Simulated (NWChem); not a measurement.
## Correlation energy of BF (+1)

```xyz
2

B      0.0000     0.0000     0.7809
F      0.0000     0.0000    -0.4338
```
Charge +1, spin multiplicity 2.

Program: NWChem. All single points use one geometry, from UPBE0/def2-SVP, a minimum by its harmonic frequencies.

Basis set: STO-3G. Each correlation energy counts from its own Hartree-Fock reference.

| method | correlation energy (mHa) |
|---|---|
| UMP2 | -63.9 |
| SCS-UMP2 | -61.4 |
| CCSD on UHF | -70.5 |
| CCSD[T] on UHF | -82.3 |
| CCSD(T) on UHF | -79.1 |
| CCSD on ROHF | -72.5 |
| CCSD[T] on ROHF | -85.0 |
| CCSD(T) on ROHF | -81.5 |
| CCSDT on ROHF | -82.0 |

The values span 23.6 mHa, from CCSD[T] on ROHF (lowest) to SCS-UMP2 (highest). 

The correlated methods keep 2 core orbitals frozen. This spin state was chosen for the runs; another may lie lower. The structure started from a generated list of species. The unpaired electrons of the parent sit in orbitals of symmetry a1 (C2v labels of the run); other states weren't searched. No SCF solution was tested for a lower state. Open-shell Hartree-Fock references start from PBE0 orbitals. Coupled-cluster values serve here as a point of comparison, not as the truth.
